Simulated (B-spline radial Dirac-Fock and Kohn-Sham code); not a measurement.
**Form factor and incoherent scattering function of Er³⁷⁺**

System: the Er³⁷⁺ ion, configuration [Ar] 3d10 4s2 4p1.

Level of theory: Dirac-Fock densities; a B-spline atomic structure program. f₀ is the Fourier transform of the spherical electron density, S the Waller-Hartree incoherent function, and s = sin θ/λ.

```
s (Å⁻¹)      f₀       S
      0  31.000   0.000
   0.05  30.970   0.034
   0.06  30.956   0.049
   0.08  30.922   0.087
   0.09  30.902   0.110
   0.12  30.826   0.195
   0.14  30.763   0.264
   0.18  30.610   0.431
   0.22  30.421   0.636
   0.28  30.074   1.005
   0.34  29.653   1.438
   0.43  28.901   2.180
   0.53  27.922   3.088
   0.66  26.480   4.323
   0.81  24.675   5.735
   1.01  22.205   7.521
   1.25  19.364   9.517
   1.56  16.104  11.902
   1.93  12.880  14.427
    2.4   9.753  17.114
   2.97   7.262  19.756
   3.69   5.612  22.307
   4.58   4.601  24.544
```

f₀ starts at the number of electrons, 31, and has fallen to half at s ≈ 1.63 Å⁻¹. The sum of ⟨r²⟩ over the electrons is 1.653 bohr².

Values without a named source are computed, but for edge energies of neutral atoms, which are taken from tables.
